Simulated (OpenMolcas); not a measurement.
# Sn+: RASPT2 settings compared

```yaml
Program: OpenMolcas
Basis: ANO-R1 [6s5p3d1f]
Scalar_Hamiltonian: X2C, finite nucleus
Active_space: 3 electrons in 9 orbitals (RAS2 5s 5p; RAS3 5d, at most 2 electrons)
State_averaging: 2S+1 = 2 odd, 3 roots; 2S+1 = 4 odd, 1 root kept (CI in the orbitals of an earlier block, 0 in the spin-orbit step); 2S+1 = 2 even, 9 roots; 2S+1 = 4 even, 3 roots kept (CI in the orbitals of an earlier block)
Spin-orbit_coupling: RASSI with atomic mean-field integrals over the reference wave functions, term energies averaged over their components
```

Methods on the same reference wave functions:
A. RASSCF
B. SS-RASPT2, IPEA 0.1 Eh, sigma1 regulariser 0.1 Eh (closed shells correlated: none)
C. SS-RASPT2, IPEA 0.4 Eh, imaginary shift 0.1 Eh (closed shells correlated: none)
D. XMS-RASPT2, IPEA 0.3 Eh, no level shift (closed shells correlated: 4d)

Energies in cm⁻¹ above 5s² 5p ²P°_1/2, the measured ground level; measured values from NIST Handbook of Basic Atomic Spectroscopic Data.

```csv
Level,A,B,C,D,Measured
5s² 5p ²P°_1/2,0.0,0.0,0.0,0.0,0.0
5s² 5p ²P°_3/2,4215,4220,4220,4220,4251
5s 5p² ⁴P_1/2,41502,41760,41770,45320,46464
5s 5p² ⁴P_3/2,42987,43250,43260,46820,48368
5s 5p² ⁴P_5/2,45001,45260,45270,48820,50730
5s 5p² ²D_3/2,64227,64140,64190,65820,58844
5s 5p² ²D_5/2,64561,64480,64530,66220,59463
5s 5p² ²P_3/2,87013,86500,86600,82330,
```

Deviations, from unrounded energies. A percentage is the sum of absolute deviations over the sum of measured energies, with the sign that they share, or ± where signs differ.

```
                  Against measurement  Levels      A     B     C     D
       mean absolute deviation (cm-1)       6   4400  4300  4300  3100
fine structure of the ground term (%)       1   -0.8  -0.8  -0.8  -0.8
             other configurations (%)       5  ±10.1  ±9.7  ±9.7  ±7.0
```

D lies closest to measurement on these levels and A furthest from it. The largest miss of D in the table is 5s 5p² ²D_3/2, by +7000 cm-1. The ranking rests on the paired levels alone, and a cruder setting can come out closer through cancelling errors.

Among B to D the level of the table that moves most is 5s 5p² ²P_3/2, by 4300 cm-1 (lowest in D, highest in C). Moves below CASPT2's spread within the term are not significant.

The lowest spin-free term lies below A's lowest term by 0.005 hartree in B, 0.005 hartree in C, 0.337 hartree in D.

CASPT2 does not keep the components of a term degenerate, so their means are used; among the terms shown or strongly mixed into the levels shown the widest spread is 460 cm-1 (5s 5p² ²D, D). Some high roots are left out of the spin-orbit mixing, which shifts the levels that they would mix with. Terms from blocks run as CI alone lack orbitals of their own. Active for correlation alone: 5d; no level in the range computed is led by a configuration that fills it, so any true level of that kind is missing. Computed and measured levels are paired by configuration, term and J; levels that our copy of the source lacks, or whose pairing is in doubt (as where it misses far off the trend of its configuration), stay unpaired and out of the deviations. Only configurations of the active space appear. Levels that lie high or do not pair safely by name in every column are left out.

° marks odd parity.
